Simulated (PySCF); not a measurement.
# Simulated characterisation data

[PySCF 2.14: σ from GIAO-PBE0/pcSseg-1; GFN2-xTB geometry; relativity neglected; one conformer; rapidly exchanging positions averaged; isolated molecule]

Scale: $^{1}$H (31.72 ppm), $^{13}$C (186.93 ppm) against TMS (reference shieldings calculated alike). Splittings of carbon signals by F and P are missing where no couplings were computed. Where no couplings were computed, multiplicities follow the n + 1 count of equivalent neighbours, and m marks all less simple cases (inequivalent or close neighbours, rings, F or P nearby). Shifts are as computed. Against solution values, carbons near 30 ppm lie about +3 ppm off and those near 130 ppm about +5 ppm (rms about the fit 2.1 ppm; single classes can miss by 10 ppm). Of 1328 compounds with measured shifts, 309 miss one by over three times the rms of a fit or turn the order of signals round; such compounds aren't used in these exercises. Signals without a measured value on file couldn't be tested in this way; 1H shifts scatter by 0.2 ppm about their fit, and single ones miss by 0.5 ppm.

Compound 1 (C₄H₉FSi). $^{1}$H NMR (500 MHz, computed): δ 5.33 (m, 1H), 4.94 (m, 1H), 1.96 (m, 2H), 1.87 (m, 2H), 0.34 (d, 3H). $^{13}$C{$^{1}$H} NMR (computed): δ 90.3, 25.5, -2.8. Structure: SMILES C[Si@H]1C[C@H](F)C1.

Compound 2 (C₄H₇N). $^{1}$H NMR (500 MHz, computed): δ 8.03 (d, 1H), 6.71 (m, 1H), 6.04 (m, 1H), 5.78 (m, 1H), 3.64 (s, 3H). $^{13}$C{$^{1}$H} NMR (computed): δ 168.1, 134.3, 133.2, 39.2. Structure: `C=C/C=N\C`.

Compound 3 (C₄H₉FSi). $^{1}$H NMR (500 MHz, computed): δ 6.12 (m, 1H), 5.45 (m, 2H), 4.17 (s, 3H), 2.08 (s, 3H). $^{13}$C{$^{1}$H} NMR (computed): δ 143.4, 134.6, 89.1, 31.2. Structure: `C(/C)([SiH3])=C\CF`.

Compound 4 (C₅H₇NO). $^{1}$H NMR (500 MHz, computed): δ 7.39 (s, 1H), 7.26 (m, 2H), 3.97 (m, 1H), 3.86 (s, 3H). $^{13}$C{$^{1}$H} NMR (computed): δ 157.7, 122.2, 55.3, 29.8. Structure: SMILES CO/C=N/C1C=C1.

Compound 5 (C₇H₆NP). $^{1}$H NMR (500 MHz, computed): δ 9.26 (m, 1H), 8.34 (m, 1H), 8.14 (m, 1H), 2.70 (s, 3H). $^{13}$C{$^{1}$H} NMR (computed): δ 165.3 (CH), 149.2 (C), 147.2 (CH), 146.2 (C), 141.4 (CH), 125.8 (C), 26.3 (CH3). Structure: SMILES Cc1ccpc(C#N)c1.
